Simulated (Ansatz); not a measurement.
Basis-set extrapolation for C3H9NSi, SMILES `C/C(N)=C\[SiH3]` (PBE0-D4/def2-TZVP geometry, frozen core, Ansatz 0.2.0). Multiplicity 1, RHF reference.

```json
{"": "HF", "def2-TZVPP": "-462.289277", "def2-QZVPP": "-462.306495"}
{"": "MP2 correlation", "def2-TZVPP": "-0.842933", "def2-QZVPP": "-0.899020"}
{"": "CCSD(T) correlation", "def2-TZVPP": "-0.932633", "def2-QZVPP": "not run"}
```

Energies in hartree. Use E(X) = E(∞) + A·exp(−7.88·√X) for Hartree–Fock and E(X) = E(∞) + B·X^(−2.97) for correlation, with X = 3 and 4, and add CCSD(T) minus MP2 of the smaller set to the MP2 limit.

Q: What is the CCSD(T) energy at the basis-set limit?

A: HF limit: -462.306495 + (-0.017218) × 0.13774 = -462.30887. MP2 limit: -0.899020 + (-0.056087) × 0.74074 = -0.94057. Higher-order term: -0.932633 − (-0.842933) = -0.08970. Total: -463.33914 hartree, 3.19 eV below CCSD(T)/def2-TZVPP.
